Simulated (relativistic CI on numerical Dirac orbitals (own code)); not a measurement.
The 18-electron sequence from Ce XLI to Ir LX

These numbers are calculated, not measured: Dirac-Coulomb-Breit CI, separate exchange-only KLI orbitals for each configuration, a model potential for QED, unscaled Slater integrals (own radial code, finite nucleus).

Configuration list (outside the closed core [Ne]): 3s2 3p6, 3s2 3p5 3d, 3s 3p6 3d, 3s2 3p5 4s, 3p6 3d2, 3p5 3d3, 3p5 3d2 4s. Double excitations out of closed p, d and f shells are left out; levels of such configurations are missing from the list, as are those of other unlisted configurations, and high levels can miss mixing partners.

Energies above each ion's lowest level, in eV. Levels are followed by their leading LS label, which can pass from one level to another where the coupling changes.

```
      Ion  3s2 3p6 1S_0  3s2 3p5 3d 3P°_0  3s2 3p5 3d 3P°_1  3s2 3p5 3d 3F°_3  3s2 3p5 3d 3D°_2
   Ce XLI             0            172.12            178.83            184.09            186.75
  Pr XLII             0            176.06            183.06            188.27            191.04
 Nd XLIII             0            180.02             187.3            192.47            195.34
  Pm XLIV             0            183.99            191.56            196.68            199.65
   Sm XLV             0            187.97            195.83             200.9            203.97
  Eu XLVI             0            191.97            200.12            205.13             208.3
 Gd XLVII             0            195.98            204.42            209.38            212.64
Tb XLVIII             0            200.01            208.75            213.64               217
  Dy XLIX             0            204.05            213.08            217.91            221.37
     Ho L             0            208.11            217.44             222.2            225.75
    Er LI             0            212.18            221.81             226.5            230.15
   Tm LII             0            216.27             226.2            230.82            234.57
  Yb LIII             0            220.38             230.6            235.15            238.99
   Lu LIV             0            224.51            235.02             239.5            243.44
    Hf LV             0            228.65            239.46            243.86             247.9
   Ta LVI             0            232.81            243.92            248.24            252.38
   W LVII             0            236.99             248.4            252.64            256.87
 Re LVIII             0            241.19            252.89            257.05            261.39
   Os LIX             0            245.41             257.4            261.48            265.91
    Ir LX             0            249.65            261.93            265.92            270.46
```

The lowest level keeps the configuration 3s2 3p6 and J = 0 throughout.

Between Z = 74 and 77 the energy of 3s2 3p5 3d 3P°_0 follows a local power law Z^1.3. For orientation: electrostatic splittings inside a shell grow about linearly with the screened charge, excitations that change n as its square, and fine structure as its fourth power; written in Z itself the exponents are larger, since the screened charge grows faster in proportion.
